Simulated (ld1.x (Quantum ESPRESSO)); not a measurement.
Before and after: RRKJ potential for aluminium (Al)

```json
{
 "Element": "Al",
 "Generator": "ld1.x (Quantum ESPRESSO) 7.5",
 "Type": "norm-conserving RRKJ (Kleinman–Bylander form)",
 "Functional": "PW91",
 "Relativity": "scalar-relativistic",
 "Frozen core": "[Ne]",
 "Valence charge": "3",
 "Reference configuration": "3s1.5 3p1.5",
 "Partial waves": "3p (bound): rc 1.95 bohr; 3s (bound): rc 1.70 bohr",
 "Local potential": "the s channel",
 "Core correction": "none"
}
```

Change: wave 3s (bound): rc 1.70 bohr becomes 3s (bound): rc 1.36 bohr.

Cutoffs: the cutoffs (Ry, on a coarse ladder) from which the occupation-weighted sum of valence levels, in a spherical-Bessel basis at the reference potential, stays within 10 and 1 mRy of its value at 400 Ry; they do not see the model core or the augmentation charge, which bear on the density cutoff. Errors are all-electron minus pseudo energies relative to the spin-unpolarised reference configuration.

Q: How do hardness, ghosts and transferability respond?

A: The potential gets harder (10 Ry and 30 Ry → 35 Ry and 80 Ry); of the 7 tests that both files solve, the error grows in 7 and shrinks in 0 by more than 15 % and 0.3 meV (median size 1.6 → 3.8 meV); the range in which the s phases agree narrows (upper end 3.3 → 1.5); the range in which the p phases agree narrows (upper end 1.8 → 0.7); neither file shows a bound ghost. A smaller radius makes the pseudo-wave follow the all-electron one further in, where it bends more sharply, so more plane waves are needed. That the errors move this way runs against the usual rule that smaller radii transfer better.

| quantity | base | changed |
| --- | --- | --- |
| cutoff, loose | 10 Ry | 35 Ry |
| cutoff, tight | 30 Ry | 80 Ry |
| loose cutoff by channel (10 mRy a level) | p 6 Ry, s 8 Ry | p 6 Ry, s 35 Ry |
| bound ghosts | none | none |
| error for 3s2 3p1, meV [ΔE -2.55 eV] | +1.6 | +2.6 |
| error for 3s2 3p0, meV [ΔE 3.25 eV] | -0.3 | +7.0 |
| error for 3s1 3p0, meV [ΔE 22.53 eV] | +14 | +25 |
| error for 3s1 3p2, meV [ΔE 2.60 eV] | +1.8 | +3.8 |
| error for 3s1 3p1, meV [ΔE 9.06 eV] | +5.1 | +7.0 |
| error for 3s2 3p0.5, meV [ΔE -0.45 eV] | +1.2 | +3.6 |
| error for 3s2 3p1.3, meV [ΔE -3.13 eV] | +1.6 | +2.4 |
| s: phases at 2.15 bohr within 0.05 rad from the reference energy up to (Ry; the scan ends near 5) | 3.3 | 1.5 |
| p: phases at 2.15 bohr within 0.05 rad from the reference energy up to (Ry; the scan ends near 5) | 1.8 | 0.7 |
